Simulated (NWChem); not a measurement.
A series in which one site is exchanged, each optimised at PBE0/def2-SVP with NWChem, gas phase unless a solvent is named. All stand in one matching conformer (torsions within 35°), which need not be the lowest. 

A: [NH2][Ga]([NH2])[F] (GaN2H4F; site = Ga)
B: NB(N)F (BN₂H₄F; site = B)
C: [NH2][Al]([NH2])[F] (AlN2H4F; site = Al)

Values for A:

```
Item                                                  Result
----------------------------------------------------  ------
orbital gap (eV), PBE0/def2-SVP                         7.04
highest harmonic frequency (cm⁻¹), PBE0/def2-SVP        3739
static polarisability, B3LYP/def2-SVPD (bohr³)          43.9
lowest singlet excitation, B3LYP/def2-SVPD, TDA (eV)    5.14
```

Problem. How do these values change for the other members?

Solution. 
```json
[
 {"change from A": "orbital gap (eV), PBE0/def2-SVP", "B": "+1.50", "C": "+0.06"},
 {"change from A": "highest harmonic frequency (cm⁻¹), PBE0/def2-SVP", "B": "+40", "C": "-14"},
 {"change from A": "static polarisability, B3LYP/def2-SVPD (bohr³)", "B": "-10.8", "C": "-2.7"},
 {"change from A": "lowest singlet excitation, B3LYP/def2-SVPD, TDA (eV)", "B": "+0.78", "C": "+0.09"}
]
```
